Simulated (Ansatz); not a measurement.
Cartesian coordinates (Å):
```xyz
9

F      2.1107     0.0965    -0.8903
C      0.9025    -0.0380    -0.3606
C     -0.0579     0.9993    -0.2290
C     -1.1232     0.4036     0.3587
O     -0.8814    -0.9020     0.5898
C      0.3698    -1.1743     0.1454
H      0.0399     2.0292    -0.5298
H     -2.0901     0.7678     0.6632
H      0.7298    -2.1821     0.2527
```
Charge 0, multiplicity 1.

Method: frozen-core CCSD(T)/cc-pVTZ // PBE0-D3(BJ)/def2-TZVP run with Ansatz (a program for electronic structure). The restricted HF reference is unstable towards unrestricted orbitals.

* **HF energy**: -327.58818 Ha
* **MP2 correlation energy**: -1.10639 Ha

Q: Estimate the CCSD correlation energy, the (T) correction, the total energy and the T1 diagnostic.

A: 
| Property | Result |
|---|---|
| CCSD correlation energy | -1.11681 Ha |
| (T) correction | -0.05149 Ha |
| CCSD(T) total energy | -328.75649 Ha |
| T1 diagnostic | 0.013 |
